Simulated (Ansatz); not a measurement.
```yaml
crystal:
  periodic: [false, false, false]
  atoms:
    - {symbol: N, position_ang: [0.623004, 0.407829, 1.402620]}
    - {symbol: Si, position_ang: [0.222658, -0.603053, 0.158298]}
    - {symbol: B, position_ang: [-0.719416, 0.200132, -1.363050]}
    - {symbol: F, position_ang: [-1.077460, -0.491854, -2.366030]}
    - {symbol: F, position_ang: [-1.010526, 1.435246, -1.414990]}
    - {symbol: H, position_ang: [-0.075541, 0.758313, 1.972637]}
    - {symbol: H, position_ang: [1.315178, 1.070718, 1.271691]}
    - {symbol: H, position_ang: [1.424223, -1.184337, -0.351654]}
    - {symbol: H, position_ang: [-0.617256, -1.637441, 0.674062]}
basis:
  gaussian: {orbitals: def2-TZVP}
hamiltonian: {xc: {name: rPW86-PBE}}
```

```sh
$ ansatz run in.yaml --threads 2 --pin off --events-out ev --progress --plain --max-ram 4352MiB
```

Output, abridged:

```
Functional definition: rPW86-PBE
1064 factors; their error is unknown
mean field evaluation 1: about -15558.5383 eV, gradient 8.7e1 eV
mean field evaluation 2: about -15494.1238 eV, gradient 1.5e2 eV
mean field evaluation 4: about -15570.7309 eV, gradient 1.5e1 eV
mean field evaluation 8: about -15571.1213 eV, gradient 3.0e-1 eV
mean field evaluation 16: about -15571.1068 eV, gradient 8.5e-5 eV
mean field -15571.10676445 eV, -572.2276191185 hartree, gradient 1.9e-5 eV, S^2 0.000000; 0 other end points of the search recorded, 0 dependent functions left out
reference -15571.10688224 eV, -572.2276234471 hartree; 24, 24 occupied and 161, 161 virtual orbitals, 1064 factors
Total energy: -15571.10688224 eV, -572.2276234471 hartree
```

Run time 1.8 s (2 threads of an AMD EPYC 9R45 on a shared host); peak host memory 0.25 GiB.
